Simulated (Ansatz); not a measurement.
Total energies of Pd4⁻ (the lowest doublet isomer of a short search) from Ansatz at r2SCAN-D4/def2-TZVPD, gas phase (1 Eh = 27.2114 eV = 2625.5 kJ/mol). The reference geometry is relaxed at PBE-D4/def2-SVPD.

```xyz
4

Pd    0.0413    1.6045    0.2530
Pd    0.4780   -0.2742   -1.5285
Pd   -1.4884   -0.6286    0.1756
Pd    0.9692   -0.7017    1.0999
```

```
            state                     geometry  energy (Eh)
charge -1 doublet                    reference   -511.91568
 charge 0 triplet                    reference   -511.86731
charge -1 quartet  relaxed at PBE-D4/def2-SVPD   -511.90315
```

In the def2 sets Pd takes a core potential; there is no spin–orbit coupling.

Task: Work out the vertical ionisation energy to the triplet.

Result: E(charge 0 triplet) − E(charge -1 doublet) = -511.86731 − (-511.91568) = 0.04837 Eh = 1.32 eV. For comparison, −ε of the highest occupied level of the spin that leaves is -0.94 eV at this level, 2.26 eV less.

Task: Which of the charge -1 states is lowest, and how far above it are the others?

Result: The doublet. quartet: -511.90315 − (-511.91568) = 0.01253 Eh = 32.9 kJ/mol.

At r2SCAN-D4/def2-TZVPD the charge -1 doublet is spin-contaminated (final ⟨S²⟩ up to 1.03, 0.75 for a pure state). At r2SCAN-D4/def2-TZVPD the highest occupied level of the charge -1 doublet lies above zero (up to 0.94 eV). By energy differences its removal costs 1.32 eV (vertical, to the charge 0 triplet, at r2SCAN-D4/def2-TZVPD); a positive level beside a positive removal energy at the same level points to self-interaction error. At r2SCAN-D4/def2-TZVPD the highest occupied level of the charge -1 quartet lies above zero (up to 0.72 eV). It is a level of α spin, whose loss leaves a triplet; that state wasn't run at this geometry and level. The electron is either unbound and held by the finite basis, or the level is raised by self-interaction error. At r2SCAN-D4/def2-TZVPD the gap within one spin of the charge 0 triplet nearly closes, so an electron or hole may be smeared out by delocalisation error. 

The structure comes from a short search, and lower isomers may exist.
